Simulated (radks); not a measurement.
Values are calculated unless marked as measured or tabulated.
All-electron atom: Au III in [Xe] 4f14 5d7.5 6p1.5 (fractional occupations, a model configuration). Code: a radial shooting solver on a logarithmic mesh with Libxc functionals. Model: Dirac Kohn-Sham, LDA (Slater exchange, Perdew-Wang correlation), spin-unpolarised, spherical densities, finite nucleus; open shells are shared between the two j in proportion to 2j + 1; Fermi nuclear charge, rms radius 5.4371 fm.

Unscreened Slater integrals over Kohn-Sham orbitals (hartree). Large and small components are both included.

integral            value
F0(6p3/2,6p3/2)   0.30340
F2(6p3/2,6p3/2)   0.16639
F0(6p3/2,6p1/2)   0.31569
G2(6p3/2,6p1/2)   0.16882
F0(6p3/2,5d5/2)   0.36947
F2(6p3/2,5d5/2)   0.12281
G1(6p3/2,5d5/2)  0.052321
G3(6p3/2,5d5/2)  0.043930
F0(6p3/2,5d3/2)   0.37111
F2(6p3/2,5d3/2)   0.11918
G1(6p3/2,5d3/2)  0.046758
G3(6p3/2,5d3/2)  0.040332
F0(6p1/2,6p1/2)   0.33039
F0(6p1/2,5d5/2)   0.39767
G3(6p1/2,5d5/2)  0.060283
F0(6p1/2,5d3/2)   0.39969
G1(6p1/2,5d3/2)  0.069379
F0(5d5/2,5d5/2)   0.62135
F2(5d5/2,5d5/2)   0.32368
F4(5d5/2,5d5/2)   0.21501
F0(5d5/2,5d3/2)   0.63127
F2(5d5/2,5d3/2)   0.32866
G2(5d5/2,5d3/2)   0.32821
G4(5d5/2,5d3/2)   0.21814
F0(5d3/2,5d3/2)   0.64176
F2(5d3/2,5d3/2)   0.33449
